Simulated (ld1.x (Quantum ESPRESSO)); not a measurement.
**Varying the PAW potential for Ca (Z = 20)**

Base potential:

Ca (Z = 20), PAW, made with ld1.x (Quantum ESPRESSO) 7.5 (LDA (PZ), scalar-relativistic). Core [Ne], reference 3s2 3p6 3d0 4s1 4p0 (charge +1). Waves: 3s (bound): rcut 1.75, rcutus 1.95 bohr; 4s (bound): rcut 1.75, rcutus 1.95 bohr; 3p (bound): rcut 2.10, rcutus 2.40 bohr; 4p (bound, empty): rcut 2.10, rcutus 2.40 bohr; 3d (bound, empty): rcut 3.10, rcutus 3.40 bohr; 3d channel at -0.3 Ry: rcut 3.10, rcutus 3.40 bohr. Local part: all-electron potential smoothed inside 2.95 bohr (lloc = -1). Core correction: a·sin(br)/r model core inside 1.00 bohr. Augmentation charge: BESSEL, radius 1.55 bohr.

Cutoffs, loose and tight: the cutoffs (Ry, on a coarse ladder) from which the occupation-weighted sum of valence levels, in a spherical-Bessel basis at the reference potential, stays within 10 and 1 mRy of its value at 400 Ry. They do not see the model core or the augmentation charge, which bear on the density cutoff. Test errors are all-electron minus pseudo excitation energies from the reference, over the configurations 3s2 3p6 3d0 4s2 4p0; 3s2 3p6 3d0 4s0 4p0; 3s2 3p6 3d0 4s1.5 4p0; 3s2 3p5 3d0 4s2 4p0; 3s2 3p6 3d0 4s0 4p1; 3s2 3p6 3d0 4s1 4p1; 3s2 3p6 3d0.5 4s1.5 4p0 (two spin-polarised tests are not counted in the largest error). A dash means not determined; rows that change the core or the reference have their own tests. The largest error is taken over the tests solved by every variant that gives reliable tests at all: 3s2 3p6 3d0 4s0 4p0; 3s2 3p6 3d0 4s1.5 4p0; 3s2 3p6 3d0 4s2 4p0.

Cutoffs are not given where the Bessel-basis levels miss the radial ones by over 6 mRy, ghosts where they miss by over 20 mRy; a channel whose overlap is not positive is not tested.

A file whose overlap is not positive is unfit for use, and its test errors describe a broken file.

```csv
change,outcome,"cutoff, loose","cutoff, tight",bound ghosts,largest test error (meV)
base,generated,18 Ry,25 Ry,none,+0.5
"all radii but the core radius scaled by about 0.77 (s 1.50, p 1.84, d 2.60 bohr, rcut 1.34/1.60/2.36); local potential all-electron potential smoothed inside 2.26 bohr (lloc = -1); augmentation BESSEL, radius 1.18 bohr",generated,25 Ry,40 Ry,none,-0.4
"all radii but the core radius scaled by about 0.94 (s 1.84, p 2.26, d 3.20 bohr, rcut 1.64/1.98/2.92); local potential all-electron potential smoothed inside 2.78 bohr (lloc = -1); augmentation BESSEL, radius 1.46 bohr",generated,18 Ry,30 Ry,none,+0.3
"all radii but the core radius scaled by about 1.19 (s 2.32, p 2.86, d 4.06 bohr, rcut 2.08/2.50/3.70); local potential all-electron potential smoothed inside 3.52 bohr (lloc = -1); augmentation BESSEL, radius 1.86 bohr","generated, overlap not positive",–,–,not determined (overlap not positive),test run stopped at test 1 of 9 (negative rho)
"all radii but the core radius scaled by about 1.28 (s 2.50, p 3.08, d 4.36 bohr, rcut 2.24/2.70/3.98); local potential all-electron potential smoothed inside 3.78 bohr (lloc = -1); augmentation BESSEL, radius 2.00 bohr","generated, overlap not positive",–,–,not determined (overlap not positive),test run stopped at test 1 of 9 (negative rho)
```

**Question.** What comes out with this change to the base: all radii but the core radius scaled by about 1.10 (s 2.16, p 2.64, d 3.76 bohr, rcut 1.94/2.32/3.42); local potential all-electron potential smoothed inside 3.26 bohr (lloc = -1); augmentation BESSEL, radius 1.70 bohr?

**Answer.** outcome: generated; cutoff, loose: 18 Ry; cutoff, tight: 21 Ry; bound ghosts: none; largest test error (meV): +0.9.

**Question.** What comes out with this change to the base: all radii but the core radius scaled by about 0.83 (s 1.62, p 2.00, d 2.82 bohr, rcut 1.46/1.74/2.58); local potential all-electron potential smoothed inside 2.46 bohr (lloc = -1); augmentation BESSEL, radius 1.28 bohr?

**Answer.** outcome: generated; cutoff, loose: 21 Ry; cutoff, tight: 35 Ry; bound ghosts: none; largest test error (meV): -0.3.

**Question.** What comes out with this change to the base: all radii but the core radius scaled by about 1.40 (s 2.72, p 3.36, d 4.74 bohr, rcut 2.44/2.94/4.32); local potential all-electron potential smoothed inside 4.12 bohr (lloc = -1); augmentation BESSEL, radius 2.16 bohr?

**Answer.** outcome: generated; cutoff, loose: 12 Ry; cutoff, tight: 15 Ry; bound ghosts: none; largest test error (meV): test run stopped at test 1 of 9 (negative rho).

Reading the sweep of the scale of all radii but the core radius (base = 1) (base included, trends over the rows without a ghost): The loose cutoff falls from 25 Ry at 0.77 to 12 Ry at 1.4. A larger radius leaves more room for a smooth pseudo-wave, so fewer plane waves are needed; a smaller one forces it to follow the all-electron wave where it bends sharply.
